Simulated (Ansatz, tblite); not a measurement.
Forces on WO2⁻ at its PBE0-D4/def2-TZVPD geometry. Total charge -1; doublet.

In the def2 sets W takes a core potential; there is no spin–orbit coupling. The xTB rows come from tblite. At PBE-D4/def2-TZVPD the charge -1 doublet is spin-contaminated (final ⟨S²⟩ up to 0.87, 0.75 for a pure state). At PBE-D4/def2-TZVPD the highest occupied level of the charge -1 doublet lies above zero (up to 0.93 eV). Its loss leaves the charge 0 singlet, which lies 2.04 eV higher (vertical, at PBE-D4/def2-TZVPD), but this difference is unsure: the singlet is doubtful (geometry relaxed on an unsound state). The geometry of the doublet was relaxed on an unsound state (⟨S²⟩ 1.08, where a pure state has 0.75). The structure comes from a short search, and lower isomers may exist.

GFN1-xTB (tblite), largest force 1.64 eV/Å:

```xyz
3
positions Å, forces eV/Å
W    -0.421    0.347   -0.251    0.562   -0.463    0.335
O     0.861   -0.336   -1.190    0.418    0.057   -1.581
O    -0.440   -0.011    1.441   -0.980    0.406    1.246
```

GFN2-xTB (tblite), largest force 2.15 eV/Å:

```
W 1.204 -0.992 0.718
O 0.265 0.280 -2.113
O -1.469 0.712 1.395
```

PBE-D4/def2-TZVPD (Ansatz), largest force 1.15 eV/Å:

```
W -0.804 0.663 -0.479
O 0.646 -0.392 -0.255
O 0.158 -0.270 0.734
```
